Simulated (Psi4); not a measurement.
H₂S₂, charge +1, doublet, at a GFN2-xTB geometry (a state made from the parent by changing its charge; the spin is typed, not shown lowest); B3LYP/6-31G* (Psi4).

The Psi4 input:
```
memory 2 GB

molecule mol {
1 2
  S    -0.809559   -0.037650    0.594607
  S     0.809559    0.037650   -0.594607
  H    -1.718631   -0.081268   -0.405146
  H     1.718631    0.081268    0.405146
}

set basis 6-31g*
set reference uks

energy('b3lyp')
print_variables()
```

Q: Predict the main parts of the log of this Psi4 run.

A: 
```
   => Loading Basis Set <=

    Name: 6-31G*
    Role: ORBITAL
    Keyword: BASIS

         ---------------------------------------------------------
                                   SCF
               by Justin Turney, Rob Parrish, Andy Simmonett
                          and Daniel G. A. Smith
                              UKS Reference
         ---------------------------------------------------------

  ==> Geometry <==

    Molecular point group: c2h
    Full point group: C2h

    Geometry (in Angstrom), charge = 1, multiplicity = 2:

       Center              X                  Y                   Z               Mass
    ------------   -----------------  -----------------  -----------------  -----------------
         S            0.810433877109     0.594607191567     0.000000000000    31.972071174400
         S           -0.810433877109    -0.594607191567     0.000000000000    31.972071174400
         H            1.720551334956    -0.405146130528     0.000000000000     1.007825032230
         H           -1.720551334956     0.405146130528     0.000000000000     1.007825032230

  Running in c2h symmetry.

  Rotational constants: A =      4.82788  B =      0.25007  C =      0.23775 [cm^-1]
  Rotational constants: A = 144736.34576  B =   7496.79112  C =   7127.60818 [MHz]
  Nuclear repulsion =   86.733250212390374

  Charge       = 1
  Multiplicity = 2
  Electrons    = 33
  Nalpha       = 17
  Nbeta        = 16

  ==> Algorithm <==

  SCF Algorithm Type is DF.
  DIIS enabled.
  MOM disabled.
  Fractional occupation disabled.
  Guess Type is SAD.
  Energy threshold   = 1.00e-06
  Density threshold  = 1.00e-06
  Integral threshold = 1.00e-12

  ==> Primary Basis <==

  Basis Set: 6-31G*
    Blend: 6-31G*
    Number of shells: 20
    Number of basis functions: 42
    Number of Cartesian functions: 42
    Spherical Harmonics?: false
    Max angular momentum: 2

  ==> DFT Potential <==

   => LibXC <=

    Version 7.1.2
    S. Lehtola, C. Steigemann, M. J. T. Oliveira, and M. A. L. Marques,  SoftwareX 7, 1–5 (2018) (10.1016/j.softx.2017.11.002)

   => Composite Functional: B3LYP <=

    B3LYP Hyb-GGA Exchange-Correlation Functional

    P. J. Stephens, F. J. Devlin, C. F. Chabalowski, and M. J. Frisch,  J. Phys. Chem. 98, 11623 (1994) (10.1021/j100096a001)

    Deriv               =              1
    GGA                 =           TRUE
    Meta                =          FALSE

    Exchange Hybrid     =           TRUE
    MP2 Hybrid          =          FALSE

   => Exchange Functionals <=

    0.0800   Slater exchange
    0.7200         Becke 88

   => Exact (HF) Exchange <=

    0.2000               HF

   => Correlation Functionals <=

    0.1900   Vosko, Wilk & Nusair (VWN5_RPA)
    0.8100   Lee, Yang & Parr

   => LibXC Density Thresholds  <==

    XC_HYB_GGA_XC_B3LYP:  1.00E-15

   => Molecular Quadrature <=

    Radial Scheme          =       TREUTLER
    Pruning Scheme         =           NONE
    Nuclear Scheme         =       TREUTLER

    Blocking Scheme        =         OCTREE
    BS radius alpha        =              1
    Pruning alpha          =              1
    Radial Points          =             75
    Spherical Points       =            302
    Total Points           =          85392
    Total Blocks           =            706
    Max Points             =            251
    Max Functions          =             41
    Weights Tolerance      =       1.00E-15

   => Loading Basis Set <=

    Name: (6-31G* AUX)
    Role: JKFIT
    Keyword: DF_BASIS_SCF

  ==> Integral Setup <==

  SCF_SUBTYPE=INCORE selected. In-core MEM_DF algorithm will be used.
  Using in-core AOs.

  ==> MemDFJK: Density-Fitted J/K Matrices <==

    J tasked:                   Yes
    K tasked:                   Yes
    wK tasked:                   No
    Algorithm:                 Core
    Schwarz Cutoff:           1E-12
    Mask sparsity (%):       0.3401
    Fitting Condition:        1E-10

   => Auxiliary Basis Set <=

  Basis Set: (6-31G* AUX)
    Blend: CC-PVDZ-JKFIT
    Number of shells: 90
    Number of basis functions: 310
    Number of Cartesian functions: 310
    Spherical Harmonics?: false
    Max angular momentum: 3

  Minimum eigenvalue in the overlap matrix is 1.4308542430E-02.
  Reciprocal condition number of the overlap matrix is 3.1907059094E-03.
    Using symmetric orthogonalization.

  ==> Pre-Iterations <==

  SCF Guess: Superposition of Atomic Densities via on-the-fly atomic UHF (no occupation information).

   -------------------------
    Irrep   Nso     Nmo
   -------------------------
     Ag        16      16
     Bg         5       5
     Au         5       5
     Bu        16      16
   -------------------------
    Total      42      42
   -------------------------

  ==> Iterations <==

                           Total Energy        Delta E     RMS |[F,P]|

   @DF-UKS iter SAD:  -797.49402505759940   -7.97494e+02   0.00000e+00
   @DF-UKS iter   1:  -797.23441043108664    2.59615e-01   5.24728e-03 DIIS/ADIIS
   @DF-UKS iter   2:  -797.24005840616985   -5.64798e-03   2.20988e-03 DIIS/ADIIS
   @DF-UKS iter   3:  -797.24165507722250   -1.59667e-03   3.72568e-04 DIIS/ADIIS
   @DF-UKS iter   4:  -797.24170511682689   -5.00396e-05   1.55567e-04 DIIS/ADIIS
   @DF-UKS iter   5:  -797.24171384270528   -8.72588e-06   2.15688e-05 DIIS
   @DF-UKS iter   6:  -797.24171409533324   -2.52628e-07   3.21787e-06 DIIS
   @DF-UKS iter   7:  -797.24171410503516   -9.70192e-09   9.29239e-07 DIIS
  Energy and wave function converged.

  ==> Post-Iterations <==

   Electrons on quadrature grid:
      Nalpha   =   16.9999989480 ; deviation = -1.052e-06
      Nbeta    =   15.9999997207 ; deviation = -2.793e-07
      Ntotal   =   32.9999986687 ; deviation = -1.331e-06

   @Spin Contamination Metric:   2.993279507E-03
   @S^2 Expected:                7.500000000E-01
   @S^2 Observed:                7.529932795E-01
   @S   Expected:                5.000000000E-01
   @S   Observed:                5.000000000E-01

    Orbital Energies [Eh]
    ---------------------

    Alpha Occupied:

       1Bu   -89.208685     1Ag   -89.208670     2Ag    -8.272078
       2Bu    -8.272046     3Ag    -6.235232     3Bu    -6.234987
       1Bg    -6.232937     1Au    -6.232921     4Ag    -6.230477
       4Bu    -6.230415     5Ag    -1.121060     5Bu    -0.964306
       6Ag    -0.719783     6Bu    -0.713705     2Au    -0.631372
       7Ag    -0.611579     2Bg    -0.517450

    Alpha Virtual:

       7Bu    -0.298159     8Ag    -0.232805     8Bu    -0.207939
       9Ag     0.040034    10Ag     0.056475     9Bu     0.077807
       3Au     0.098028    10Bu     0.108450    11Ag     0.125892
       3Bg     0.144957    11Bu     0.229438     4Au     0.318800
      12Bu     0.333736    12Ag     0.394843     4Bg     0.418052
       5Au     0.461760    13Bu     0.480160    13Ag     0.505421
      14Ag     0.620989     5Bg     0.624935    15Ag     0.800672
      14Bu     0.833767    15Bu     0.964996    16Ag     3.490571
      16Bu     3.630285

    Beta Occupied:

       1Bu   -89.205339     1Ag   -89.205325     2Ag    -8.268840
       2Bu    -8.268795     3Ag    -6.233346     3Bu    -6.233091
       4Ag    -6.228570     4Bu    -6.228512     1Bg    -6.222108
       1Au    -6.222098     5Ag    -1.105218     5Bu    -0.942048
       6Ag    -0.714533     6Bu    -0.704791     7Ag    -0.600754
       2Au    -0.582035

    Beta Virtual:

       2Bg    -0.415075     7Bu    -0.288658     8Ag    -0.227528
       8Bu    -0.201145     9Ag     0.045612    10Ag     0.063956
       9Bu     0.082155    10Bu     0.113746     3Au     0.116248
      11Ag     0.131043     3Bg     0.165174    11Bu     0.241259
      12Bu     0.340529     4Au     0.349577    12Ag     0.396998
       4Bg     0.448396    13Bu     0.489776     5Au     0.493735
      13Ag     0.533469    14Ag     0.625702     5Bg     0.655256
      15Ag     0.806708    14Bu     0.852140    15Bu     0.972091
      16Ag     3.500657    16Bu     3.640221

    Final Occupation by Irrep:
             Ag    Bg    Au    Bu
    DOCC [     7,    1,    2,    6 ]
    SOCC [     0,    1,    0,    0 ]
    NA   [     7,    2,    2,    6 ]
    NB   [     7,    1,    2,    6 ]

  @DF-UKS Final Energy:  -797.24171410503516

   => Energetics <=

    Nuclear Repulsion Energy =             86.7332502123903737
    One-Electron Energy =               -1263.6649654419652506
    Two-Electron Energy =                 421.4257799871251677
    DFT Exchange-Correlation Energy =     -41.7357788625855122
    Empirical Dispersion Energy =           0.0000000000000000
    VV10 Nonlocal Energy =                  0.0000000000000000
    Total Energy =                       -797.2417141050351574

  UHF NO Occupations:
  HONO-2 :    6 Bu 1.9995727
  HONO-1 :    2 Au 1.9993495
  HONO-0 :    2 Bg 1.0000000
  LUNO+0 :    3 Au 0.0006505
  LUNO+1 :    7 Bu 0.0004273
  LUNO+2 :    8 Ag 0.0003248
  LUNO+3 :    9 Ag 0.0000566

Computation Completed

Properties will be evaluated at   0.000000,   0.000000,   0.000000 [a0]

Properties computed using the SCF density matrix

 Multipole Moments:

 ------------------------------------------------------------------------------------
     Multipole            Electronic (a.u.)      Nuclear  (a.u.)        Total (a.u.)
 ------------------------------------------------------------------------------------

 L = 1.  Multiply by 2.5417464519 to convert [e a0] to [Debye]
 Dipole X            :          0.0000000            0.0000000            0.0000000
 Dipole Y            :          0.0000000            0.0000000            0.0000000
 Dipole Z            :          0.0000000            0.0000000            0.0000000
 Magnitude           :                                                    0.0000000

 ------------------------------------------------------------------------------------

  Variable Map:
  ----------------------------------------------------------------------------
  "CURRENT ENERGY"              =>    -797.241714105035
  "CURRENT REFERENCE ENERGY"    =>    -797.241714105035
  "DD SOLVATION ENERGY"         =>       0.000000000000
  "DFT FUNCTIONAL TOTAL ENERGY" =>    -797.241714105035
  "DFT TOTAL ENERGY"            =>    -797.241714105035
  "DFT VV10 ENERGY"             =>       0.000000000000
  "DFT XC ENERGY"               =>     -41.735778862586
  "GRID ELECTRONS ALPHA"        =>      16.999998948008
  "GRID ELECTRONS BETA"         =>      15.999999720686
  "GRID ELECTRONS TOTAL"        =>      32.999998668694
  "NUCLEAR REPULSION ENERGY"    =>      86.733250212390
  "ONE-ELECTRON ENERGY"         =>   -1263.664965441965
  "PCM POLARIZATION ENERGY"     =>       0.000000000000
  "PE ENERGY"                   =>       0.000000000000
  "SCF ITERATION ENERGY"        =>    -797.241714105035
  "SCF ITERATIONS"              =>       7.000000000000
  "SCF TOTAL ENERGY"            =>    -797.241714105035
  "TWO-ELECTRON ENERGY"         =>     421.425779987125
  "XC GRID RADIAL POINTS"       =>      75.000000000000
  "XC GRID SPHERICAL POINTS"    =>     302.000000000000
  "XC GRID TOTAL POINTS"        =>   85392.000000000000

  Array Variable Map:
  ----------------------------------------------------------------------------
  "CURRENT DIPOLE"              =>       0.000000000000 ... 0.000000000000 1 by 3
  "SCF DIPOLE"                  =>       0.000000000000 ... 0.000000000000 1 by 3
  "SCF TOTAL ENERGIES"          =>    -797.494025057599 ... -797.241714105035 1 by 8
```
